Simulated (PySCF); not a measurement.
Work out the structure from these simulated measurements.

Elements present: C, H and N. Monoisotopic mass: 119.0483 u.

| Property | Result |
| --- | --- |
| 1H NMR | chemical shifts (computed TMS as zero) by class: 8.44 (1 H), 6.89 (1 H), 6.61 (1 H), 4.39 (2 H) ppm [GIAO B97-2/pcSseg-2] |
| 13C NMR | chemical shifts (computed TMS as zero) by class: 165.2 (1 C), 158.2 (1 C), 129.5 (1 C), 124.3 (1 C), 120.4 (1 C), 113.7 (1 C) ppm [GIAO B97-2/pcSseg-2] |
| Dipole | 3.88 D [B97-2/pcSseg-2] |
| NMR, other nuclei | isotropic shieldings of nuclei other than C and H, by class: -47 (1 N), -46 (1 N), 175 (1 N) ppm [GIAO B97-2/pcSseg-2] |
| Rotational structure | rotational constants A, B, C: 3.673, 1.218, 0.915 GHz [PBE0-D3(BJ)/def2-TZVP] |

Gas-phase values; electronic properties from PySCF, density fitting. Levels stand in brackets. Geometry: PBE0-D3(BJ)/def2-TZVP; no solvent, vibrations or thermal averaging. Each NMR value is the plain mean over a class of atoms that symmetry, rotation or inversion makes alike.

Problem. Which formula fits the mass and the elements?

Solution. C6H5N3 (calculated 119.0483). No other formula that holds each of these elements comes within 0.0003 u with a fitting electron parity and a possible valence count.

Problem. Propose a structure and show how it fits.

Solution. Numbering: `[N:1]#[C:2][c:3]1[cH:4][cH:5][n:6][c:7]([NH2:8])[cH:9]1`. Its formula, C6H5N3, gives 6 degrees of unsaturation: 1 ring and 5 π bonds in the structure found (Kekulé form). 6 carbons fall into 6 classes; from least to most shielded: aromatic carbon bearing nitrogen [C7] (165.2 ppm), aromatic CH next to a ring nitrogen [C5] (158.2 ppm), substituted aromatic carbon [C3] (129.5 ppm), nitrile carbon [C2] (124.3 ppm), aromatic CH carbon [C4] (120.4 ppm), aromatic CH carbon [C9] (113.7 ppm). Hydrogen classes from least to most shielded: 1 H on an aromatic CH next to a ring nitrogen, C5 (8.44 ppm), 1 H on an aromatic CH carbon, C4 (6.89 ppm), 1 H on an aromatic CH carbon, C9 (6.61 ppm), 2 H on an aniline-type nitrogen, N8 (4.39 ppm, a mean of values up to 0.5 ppm apart in this geometry). The other shieldings belong to: -47 ppm, nitrile nitrogen [N1]; -46 ppm, pyridine-type nitrogen [N6]; 175 ppm, aniline-type nitrogen [N8]. By its constants the optimised geometry is an asymmetric top. Structure: `c1cc(C#N)cc(n1)N`. The assignments are read from this structure; whether some other isomer fits the data as well wasn't checked.

Conformer computed: `[N:1]#[C:2][c:3]1[cH:4][cH:5][n:6][c:7]([NH2:8])[cH:9]1`: H–N8–C7–N6 -163°, H–N8–C7–N6 -13°.
